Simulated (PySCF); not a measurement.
The isolated species `N#C/C(F)=C(/C#N)CF` is ionised with Al Kα (hν = 1486.6 eV). Calculated photoelectron kinetic energies of its computed core levels, recoil neglected:

```
line  kinetic energy (eV)
   1              1193.47
   2              1193.46
   3              1193.41
   4              1191.76
   5              1191.44
   6              1080.81
   7              1080.72
   8               792.67
   9               792.02
```

Computed with PySCF, delta-SCF UKS SCAN, pcX-2 on the ionised atom, pcseg-1 elsewhere, spin-free X2C.

Problem. Convert to binding energies and name the level and atom behind each line. Numbering: `[N:1]#[C:2]/[C:3]([F:4])=[C:5](/[C:6]#[N:7])[CH2:8][F:9]`.

Solution. Against the vacuum level, binding energy = hν − kinetic energy.

| line | binding energy (eV) | level | atoms | environment |
| --- | --- | --- | --- | --- |
| 1 | 293.13 | C 1s | C6 | nitrile carbon |
| 2 | 293.14 | C 1s | C5 | fully substituted alkene carbon |
| 3 | 293.19 | C 1s | C2 | nitrile carbon |
| 4 | 294.84 | C 1s | C8 | sp3 C–F carbon |
| 5 | 295.16 | C 1s | C3 | vinylic C–F carbon |
| 6 | 405.79 | N 1s | N7 | nitrile nitrogen |
| 7 | 405.88 | N 1s | N1 | nitrile nitrogen |
| 8 | 693.93 | F 1s | F9 | alkyl fluorine |
| 9 | 694.58 | F 1s | F4 | vinyl fluorine |

Problem. Where does line 3 move with hν = 1000.0 eV?

Solution. To 1000.0 − 293.19 = 706.81 eV; every photoline shifts by the change in photon energy, -486.6 eV.

The listed C 1s values span 2.03 eV, from C6 (bonded to N (triple bond) and C) to C3 (bonded to F, C (double bond) and C). Summing the Pauling electronegativity differences to the bonded atoms, each weighted by its formal bond order, gives +1.47 for the lowest site and +1.43 for the highest; the largest sum, +1.47, belongs to C2, 1.97 eV below the top. The smallest sum, 0.00, belongs to C5, 0.01 eV above the lowest. The values 293.13 and 293.14 eV lie too close for their order to be trusted.

Problem. Which effective nuclear charge Zeff reproduces each element's mean 1s value in the hydrogen-like formula E = 13.606 eV × Zeff²?

Solution. C (Z = 6): mean 293.9 eV, Zeff = 4.65, Z − Zeff = 1.35; N (Z = 7): mean 405.8 eV, Zeff = 5.46, Z − Zeff = 1.54; F (Z = 9): mean 694.3 eV, Zeff = 7.14, Z − Zeff = 1.86. Means run over the listed sites, weighted by atom count.

Other core shells, valence and Auger electrons aren't listed. One conformer (not necessarily the lowest) at the PBE0-D3(BJ)/def2-SVP geometry, without solvent, vibrations or thermal averaging.

Time: 71 s. Hardware: one thread of an Arm Neoverse V1 (shared host).

Conformer computed: `[N:1]#[C:2]/[C:3]([F:4])=[C:5](/[C:6]#[N:7])[CH2:8][F:9]`: C3–C5–C8–F9 -3°.
